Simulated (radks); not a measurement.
Q: All-electron atom: a nucleus of charge 73.2 with 71 electrons in [Xe] 4f14 5d3. Calculated with a radial shooting solver on a logarithmic mesh with Libxc functionals: scalar-relativistic Kohn-Sham, LDA (Slater exchange, Perdew-Wang correlation), spin-polarised, spherical densities, finite nucleus; open shells are filled with parallel spins first (spin-orbit coupling, left out, can overturn this in heavy ions); Fermi nuclear charge, rms radius 5.3507 fm. Some entries of the table are withheld. Estimate them.

| orbital | occ. | eigenvalue (hartree) | <r> (bohr) | <1/r> (bohr^-1) |
|---|---|---|---|---|
| 1s down | 1 | -2488.980 | 0.01861 | 85.66 |
| 1s up | 1 | -2488.980 | 0.01861 | 85.66 |
| 2s up | 1 | -428.6504 | 0.07873 | 20.02 |
| 2s down | 1 | -428.6460 | 0.07873 | 20.02 |
| 2p up | 3 | -375.8305 | 0.07036 | 18.20 |
| 2p down | 3 | -375.8269 | 0.07036 | 18.20 |
| 3s up | 1 | -98.79524 | 0.2043 | 7.410 |
| 3s down | 1 | -98.79365 | 0.2043 | 7.410 |
| 3p up | 3 | -83.09173 | 0.2043 | 6.857 |
| 3p down | 3 | -83.09001 | 0.2043 | 6.857 |
| 3d up | 5 | -64.75538 | 0.1850 | 6.485 |
| 3d down | 5 | -64.75246 | 0.1850 | 6.485 |
| 4s up | 1 | -20.69484 | 0.4572 | 3.149 |
| 4s down | 1 | -20.69097 | 0.4572 | 3.149 |
| 4p up | 3 | -15.53888 | 0.4860 | 2.863 |
| 4p down | 3 | -15.53497 | 0.4860 | 2.863 |
| 4d up | 5 | -8.94296 | 0.5210 | 2.544 |
| 4d down | 5 | -8.93799 | 0.5208 | 2.544 |
| 5s up | 1 | -3.41653 | 1.095 | (1) |
| 5s down | 1 | -3.37391 | 1.089 | (2) |
| 5p up | 3 | -2.16934 | 1.283 | 1.021 |
| 5p down | 3 | -2.11323 | 1.275 | 1.030 |
| 4f up | 7 | -1.64672 | 0.6341 | 2.017 |
| 4f down | 7 | -1.63534 | 0.6298 | 2.024 |
| 5d up | 3 | -0.80073 | 1.921 | 0.6687 |
| 5d down | 0 | -0.72824 | 1.937 | 0.6683 |

A: 
(1) 5s up <1/r> (bohr^-1): 1.220
(2) 5s down <1/r> (bohr^-1): 1.227
